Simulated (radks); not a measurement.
Effect of the nuclear size on neutral hafnium, [Xe] 4f14 5d2 6s2. Method: Dirac Kohn-Sham, exchange-only LDA, spin-unpolarised, spherical densities, finite nucleus; open shells fill j = l - 1/2 first; Fermi nuclear charge, rms radius 5.347 fm; computed with a radial shooting solver on a logarithmic mesh with Libxc functionals. The rms radius is varied about that value; shifts are against it.

| rms radius (fm) | total energy shift (eV) | density at nucleus (e/bohr^3) | 1s1/2 shift (meV) | 2s1/2 shift (meV) | 5s1/2 shift (meV) | 5p1/2 shift (meV) | 6s1/2 shift (meV) | 5d3/2 shift (meV) | 6p1/2 (empty) shift (meV) |
|---|---|---|---|---|---|---|---|---|---|
| 4.4754 | -14.6 | 1.276e+06 | -5950 | -823 | -6.90 | 0.489 | -0.418 | 0.400 | 0.138 |
| 5.0155 | -5.77 | 1.229e+06 | -2350 | -325 | -2.72 | 0.193 | -0.165 | 0.158 | 0.054 |
| 5.347 | 0 | 1.204e+06 | 0.000 | 0.000 | 0.000 | 0.000 | 0.000 | 0.000 | 0.000 |
| 5.7213 | 6.81 | 1.178e+06 | 2770 | 383 | 3.21 | -0.227 | 0.195 | -0.186 | -0.064 |
| 6.2239 | 16.4 | 1.145e+06 | 6690 | 925 | 7.76 | -0.549 | 0.470 | -0.450 | -0.155 |

Slopes of the eigenvalues against <r^2> in GHz/fm^2, as finite differences over the two radii next to the reference (eigenvalue slopes, not the field-shift constants of lines): 1s1/2 163000, 2s1/2 22600, 5s1/2 189, 5p1/2 -13.4, 6s1/2 11.5, 5d3/2 -11.0, 6p1/2 (empty) -3.78.
